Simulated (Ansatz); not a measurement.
`NB1[SiH2]C1[AsH2]` + `N[SiH3]` → `[SiH3]N[AsH2]` + `NB1C[SiH2]1`  (ligand exchange at the As–C bond)

Program: Ansatz. Geometries: PBE0-D4/def2-TZVP. ΔE: electronic, gas phase. CCSD(T)/CBS is the MP2 limit (def2-TZVPP, def2-QZVPP) plus CCSD(T) − MP2 in def2-TZVPP, frozen cores. This one scheme is used for every species. Functionals use def2-TZVPP. B3LYP here is the variant with VWN-RPA as its local correlation; programs differ in this. For As outer-core shells are correlated without core-valence functions, which leaves a few kJ/mol of doubt a bond. Scalar relativity is left out up to krypton. Each species was taken in one conformer, which may not be the lowest.

`NB1[SiH2]C1[AsH2]`:

Cartesian coordinates in Å:
```
N 1.970 0.887 0.143
B 0.655 0.501 0.288
Si -1.237 0.748 0.643
C -0.165 -0.805 0.503
As -0.290 -1.727 -1.232
H 2.246 1.846 0.018
H 2.740 0.236 0.151
H -2.346 0.875 -0.332
H -1.658 1.137 2.015
H 0.030 -1.523 1.297
H -0.135 -0.468 -2.084
H -1.809 -1.707 -1.411
```

`N[SiH3]`:

Cartesian coordinates in Å:
```
N -0.275 0.314 0.982
Si 0.061 -0.186 -0.630
H 0.010 1.230 1.289
H -0.202 -0.352 1.735
H -0.387 0.895 -1.545
H 1.495 -0.466 -0.942
H -0.700 -1.435 -0.888
```

`[SiH3]N[AsH2]`:

Z-matrix (Å, degrees):
```
Si
N 1 1.720
H 1 1.487 2 108.3
H 1 1.491 2 112.7 3 120.6
H 1 1.487 2 109.5 3 -120.2
As 2 1.845 1 125.8 3 177.4
H 2 1.006 1 119.8 3 -18.8
H 6 1.528 2 96.8 1 -52.1
H 6 1.533 2 98.4 1 39.9
```

`NB1C[SiH2]1`:

Cartesian coordinates in Å:
```
N 1.380 -1.072 0.780
B 0.427 -0.297 0.163
C -0.960 0.344 0.482
Si -0.374 0.714 -1.293
H 2.229 -1.362 0.324
H 1.291 -1.400 1.729
H -1.821 -0.313 0.611
H -0.993 1.179 1.182
H -1.149 0.080 -2.388
H -0.029 2.126 -1.590
```

Is it downhill or uphill in electronic energy at CCSD(T)/CBS, and by how much? (An estimate is asked.)

Ansatz gave: Uphill: ΔE = +23.4 kJ/mol.

What do these levels give: PBE-D4, B3LYP-D4, ωB97M-V, B2PLYP, PBE, SCS-MP2/def2-TZVPP, CCSD/def2-TZVPP, HF/def2-QZVPP, MP2/def2-QZVPP, SCS-MP2/def2-QZVPP, MP2/CBS(def2), CCSD/CBS(def2)? (Estimate.)

Ansatz gave: PBE-D4 22.0, B3LYP-D4 15.5, ωB97M-V 17.6, B2PLYP 16.1, PBE 18.8, SCS-MP2/def2-TZVPP 22.1, CCSD/def2-TZVPP 19.2, HF/def2-QZVPP 3.7, MP2/def2-QZVPP 29.1, SCS-MP2/def2-QZVPP 22.2, MP2/CBS(def2) 29.8, CCSD/CBS(def2) 20.2 kJ/mol.

Largest T1 diagnostic among the species: 0.013.

In def2-TZVPP, CCSD(T) changes the Hartree–Fock value by +17.7 kJ/mol (the triples alone add +3.2 kJ/mol) and MP2 by +24.1 kJ/mol. The D4 term adds +5.2 kJ/mol with B3LYP and +2.9 kJ/mol with PBE0; it sums over pairs of atoms, weighted by their polarisabilities, and B3LYP, whose exchange is more repulsive, gets the larger term.
